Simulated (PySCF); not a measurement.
A structure optimised at PBE-D3(BJ)/def2-SVP, used in a PySCF frequency run:

```
C
C 1 1.3509
F 1 1.3684 2 118.88
H 2 1.1072 1 116.07 3 0.79
Si 2 1.8804 4 117.66 1 179.90
H 5 1.5036 2 107.68 4 -6.34
H 5 1.5057 6 108.35 2 -121.83
H 5 1.5058 6 108.43 7 -116.92
Si 1 1.9075 2 129.62 4 179.80
N 9 1.7415 1 115.90 2 -115.28
H 10 1.0237 9 117.71 1 -72.21
H 10 1.0238 11 109.83 9 -139.39
H 9 1.5009 10 107.02 11 46.61
H 9 1.5020 13 112.19 10 -119.45
```

**Question.** Write its SMILES and formula.

**Answer.** N[SiH2]/C(F)=C\[SiH3], C2H8FNSi2

**Question.** What are its rotational constants (standard atomic weights)?

**Answer.** 3.0057, 1.2993, 0.99388 GHz
